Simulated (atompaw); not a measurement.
Pd: PAW (atompaw) pseudisation with PBE, scalar-relativistic reference atom.

* Element: palladium
* Generator: atompaw 4.2.0.5
* Type: PAW
* Functional: PBE
* Relativity: scalar-relativistic
* Frozen core: [Ar] 3d10
* Valence charge: 18
* Reference configuration: 4s2 4p6 4d9 5s0 5p0 (charge +1)
* Partial waves: 4s (bound): rc 1.20 bohr; 5s (bound, empty): rc 1.94 bohr; 4p (bound): rc 1.68 bohr; 5p (bound, empty): rc 1.84 bohr; 4d (bound): rc 1.94 bohr; 4d channel at -0.65 Ry: rc 1.94 bohr
* Local potential: bessel scheme, radius 1.68 bohr
* Core correction: smooth core density matched at 1.94 bohr
* Augmentation charge: sinc compensation charge, radius 1.48 bohr; PAW radius 1.94 bohr; waves and projectors: custom rrkj gramschmidtortho

All-electron outer shells of the reference configuration (PBE, scalar-relativistic, ld1.x):

```csv
shell,level (eV),outermost node (bohr),outermost maximum (bohr)
3d,-336.91,–,0.28
4s,-96.68,0.45,0.85
4p,-62.47,0.46,0.91
4d,-14.61,0.45,1.09
5s,-11.04,1.14,2.45
5p,-6.25,1.29,3.15
```

(1) Estimate the cutoffs (Ry, on a coarse ladder) from which the occupation-weighted sum of valence levels, in a spherical-Bessel basis at the reference potential, stays within 10 and 1 mRy of its value at 400 Ry.

(2) Does the potential have ghost states?

(3) Is the overlap operator S = 1 + Σ q|β⟩⟨β| positive definite (Bessel basis up to 400 Ry)?

## Answers

(1) 40 Ry and 70 Ry.

(2) No extra level below or beside the all-electron valence levels (s, p, d, f tested).

(3) Yes: its lowest eigenvalue is 0.06 (s channel).
